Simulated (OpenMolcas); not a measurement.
**Nd3+: moving the ligands**

Nd3+ with 7 ligands (chloride) in pentagonal bipyramidal coordination (D5h) at 2.81 Å. A charge of +0.571 e stands 3.2 Å behind each ligand. Ligand basis ANO-RCC-VDZP.

| Item | Value |
| --- | --- |
| Program | OpenMolcas 26.06 |
| Method | CASSCF |
| Basis | ANO-RCC-VDZP [7s6p4d2f1g] |
| Scalar Hamiltonian | DKH2, point nucleus |
| Active space | 3 electrons in 7 orbitals (4f) |
| State averaging | 2S+1 = 4 odd, 35 roots (30 in the spin-orbit step); 2S+1 = 2 odd, 43 roots kept (CI in the orbitals of an earlier block) |
| Spin-orbit coupling | state interaction with AMFI integrals over the reference wave functions |

Runs around this geometry, states. Energies in cm-1 above the lowest state or level, χT in cm3 K/mol.

| R (Å) | Ground state | First state of that spin | First gap with spin-orbit (degeneracies) | Width of lowest J | χT at 300 K |
| --- | --- | --- | --- | --- | --- |
| 2.63 | 2S+1 = 4 | 2.4 | 31.7 (2, 2) | 214 | 1.651 |
| 2.81 | 2S+1 = 4 | 5.1 | 27.3 (2, 2) | 158 | 1.674 |
| 2.97 | 2S+1 = 4 | 5.4 | 22.8 (2, 2) | 122 | 1.685 |

Taking the width of the lowest J multiplet as R^-n, n = -ln(122 / 214) / ln(2.97 / 2.63) = 4.6 between the shortest and longest distance.

High states are left out of the spin-orbit mixing, which shifts the levels that they would mix with. Without dynamic correlation the ligand-field splitting of an f shell can come out too small, at times by half. A group larger than the point group allows holds several states that coincide in this model. No measured value stands beside these numbers; the geometry is a model, was not optimised and need not be the one that this ion takes.

A state without a sure symmetry label is named by its multiplicity alone.
